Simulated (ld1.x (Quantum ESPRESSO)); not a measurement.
**Transferability test, TM semilocal potential for Hg (Z = 80)**

- Element: mercury
- Generator: ld1.x (Quantum ESPRESSO) 7.5
- Type: norm-conserving Troullier–Martins (semilocal form)
- Functional: PBE
- Relativity: non-relativistic
- Frozen core: [Xe]
- Valence charge: 26
- Reference configuration: 4f14 5d10 6s0 6p0 (charge +2)
- Partial waves: 6s (bound, empty): rc 1.85 bohr; 6p (bound, empty): rc 2.60 bohr; 5d (bound): rc 1.90 bohr; 4f (bound): rc 0.45 bohr
- Local potential: the f channel
- Core correction: none

Energies are relative to the spin-unpolarised reference configuration 4f14 5d10 6s0 6p0; without spin polarisation the order of configurations can differ from experiment.

| valence configuration | charge | ΔE all-electron (eV) | error AE − PS (meV) |
| --- | --- | --- | --- |
| 4f14 5d10 6s2 6p0 | 0 | -24.675 | +92 |
| 4f14 5d10 6s1 6p0 | +1 | -16.003 | +31 |
| 4f14 5d9 6s0 6p0 | +3 | 36.469 | -37 |
| 4f14 5d10 6s1 6p1 | 0 | -20.564 | +58 |
| 4f14 5d9 6s2 6p1 | 0 | -12.097 | -8.3 |
| 4f14 5d8 6s0 6p0 | +4 | 87.397 | -194 |

**Question.** What are ΔE and the potential's error for 4f13 5d10 6s2 6p0?

**Answer.** ΔE = 99.483 eV all-electron; the error (AE − PS) is -1597 meV.

A Bessel basis up to 400 Ry misses an occupied level by 5.51 Ry, so cutoffs and ghosts were not judged.
